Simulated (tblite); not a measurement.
Here is a computed GFN2-xTB geometry (Å):
```
atom  x, y, z in Å
C1     2.7291   -2.8477    1.2313
C2     2.3956   -1.7507    0.8704
Si3    1.9002   -0.0630    0.2938
C4     0.3737   -0.1128   -0.8138
C5    -0.6860    0.4868   -0.2654
C6    -2.0313    0.6303   -0.9049
O7    -3.0539    0.8323    0.0476
Si8   -0.3580    1.2002    1.4603
O9     1.2184    0.7580    1.5479
H10    3.0193   -3.8063    1.5552
H11    3.0296    0.7319   -0.1759
H12    0.3306   -0.5626   -1.7971
H13   -2.0429    1.5307   -1.5288
H14   -2.2631   -0.2315   -1.5493
H15   -3.0956    0.0568    0.6162
H16   -1.0591    0.5059    2.5370
H17   -0.4137    2.6537    1.5152
```

Charge 0, singlet.

**Question.** Read off the bonds between heavy atoms and their formal orders.

**Answer.** C1–C2 1.20 Å (triple); C2–Si3 1.85 Å (single); Si3–C4 1.89 Å (single); C4–C5 1.34 Å (double); C5–C6 1.50 Å (single); C6–O7 1.41 Å (single); C5–Si8 1.90 Å (single); Si8–O9 1.64 Å (single); Si3–O9 1.65 Å (single). Bonds to hydrogen (Å): C1–H10 1.05; Si3–H11 1.46; C4–H12 1.08; C6–H13 1.10; C6–H14 1.10; O7–H15 0.96; Si8–H16 1.46; Si8–H17 1.46.

**Question.** Which species is it?

**Answer.** `C#C[Si@H]1C=C(CO)[SiH2]O1`, C5H8O2Si2. Among its features: alkyne, C=C double bond, alcohol, Si–H bond, siloxane link and C–Si bond.

**Question.** What is the point group of this geometry?

**Answer.** C1 (no symmetry element, even within 0.4 Å).

**Question.** Which rings does it hold (smallest set)?

**Answer.** Si3–C4–C5–Si8–O9 (5 members, 0.00 Å rms from planarity).

**Question.** Classify the heavy atoms.

**Answer.** C1: terminal alkyne carbon; C2: alkyne carbon; Si3: oxygen-bound silicon; C4: alkene CH carbon; C5: fully substituted alkene carbon; C6: carbinol carbon (C–OH); O7: alcohol oxygen; Si8: oxygen-bound silicon; O9: siloxane oxygen.

**Question.** What is the arrangement about O7?

**Answer.** It has 2 neighbours (C6, H15) and is bent (angle 108.3°).

**Question.** What is the arrangement about C5?

**Answer.** It has 3 neighbours (C4, C6, Si8) and is planar (angles 125.5°, 120.6° and 113.9°, sum 360.0°, 0.01 Å off the plane of its three neighbours).
